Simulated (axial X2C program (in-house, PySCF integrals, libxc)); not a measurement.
**Potential curves of WBr⁻, with spin–orbit coupling**

All values were computed with an in-house relativistic program for diatomic molecules. Two-component (2c) means X2C with spin–orbit coupling and atomic mean-field two-electron Coulomb and Gaunt terms. Basis: W dyall-acv3z [14s15p10d7f4g], Br dyall-acv3z [9s10p7d5f1g] (cores contracted in-house); Gaussian nuclei, density fitting, unrestricted open shells. Masses: W 183.951 u, Br 78.918 u.

State: Ω = 2 (⟨Sz⟩ = 2.00, ⟨Lz⟩ = 0.00 at HF). Energies in eV from the lowest point of each curve. Fits are polynomials in 1 − R0/R over 0.85 to 1.23 times the lowest point R0.

| R (Å) | CCSD(T) | PBE0 | TPSS | CCSD |
| --- | --- | --- | --- | --- |
| 2.1907 |  | 0.6560 | 0.6247 |  |
| 2.2914 | 0.4031 | 0.2559 | 0.2420 | 0.4177 |
| 2.3669 | 0.1816 | 0.0943 | 0.0883 | 0.1920 |
| 2.4425 | 0.0554 | 0.0167 | 0.0152 | 0.0618 |
| 2.5180 | 0.0007 | 0.0000 | 0.0000 | 0.0036 |
| 2.6061 | 0.0000 | 0.0343 | 0.0336 | 0.0000 |
| 2.6943 | 0.0446 | 0.1070 | 0.1034 | 0.0428 |
| 2.8076 | 0.1442 | 0.2335 | 0.2246 | 0.1408 |
| 2.9461 |  | 0.4106 | 0.3940 |  |
| 3.1475 |  | 0.6703 | 0.6429 |  |

Correlated methods: 14 electrons correlated (number of frozen shells: W 5 s, 4 p, 2 d, 1 f; Br 3 s, 2 p, 1 d), 378 virtual spin orbitals or spinors in MP2, 90 natural virtuals in coupled cluster.

The state is one determinant whose occupation by symmetry is held fixed; it was picked as the lowest of a PBE0 search that is not exhaustive. Density functionals use the spin component along the axis (collinear). Coupled cluster ran in a truncated set of natural virtual spinors; the MP2 energy of the rest was added. (T) has no such correction and the atoms are truncated less, which lowers De at CCSD(T) by a hundredth of an eV or more. Other states lie close and PBE0, whose exact exchange favours high spin, may order them wrongly; the determinant shown need not be the ground state. The nearest other 2c determinant of the search, Ω = 3, lies 0.03 eV up at the distance of the search. With several unpaired electrons one determinant need not be a pure state. Open-shell Ω = 0 determinants with evenly filled partner blocks cannot be reached by this program, so the Ω shown need not be the lowest component. The highest occupied level of some functionals is positive through self-interaction error; at Hartree–Fock it is bound. The determinant is spin-polarised beyond a pure state at some levels (its spin-free form has ⟨S²⟩ too high), which makes Re and μ there less reliable. With the outer-core shells frozen, correlated bond lengths of heavy atoms tend to come out a few hundredths of an ångström too long. Coupled cluster ran on the points near the minimum only. MP2 and coupled cluster on one determinant become unreliable at the stretched end.

(1) Fit the CCSD(T) curve near its minimum: give the equilibrium distance and the harmonic wavenumber.

(2) Fit the PBE0 curve near its minimum: give the equilibrium distance and the harmonic wavenumber.

(3) What are Re and ωe at the TPSS level?

(4) What are Re and ωe at the CCSD level?

Answers

(1) At CCSD(T), 2c: Re = 2.562 Å, ωe ≈ 188 cm⁻¹; Be follows as 0.0465 cm⁻¹.

(2) At PBE0, 2c: Re = 2.505 Å, ωe ≈ 198 cm⁻¹; Be follows as 0.0486 cm⁻¹.

(3) At TPSS, 2c: Re = 2.504 Å, ωe ≈ 194 cm⁻¹; Be follows as 0.0487 cm⁻¹.

(4) At CCSD, 2c: Re = 2.566 Å, ωe ≈ 188 cm⁻¹; Be follows as 0.0464 cm⁻¹.
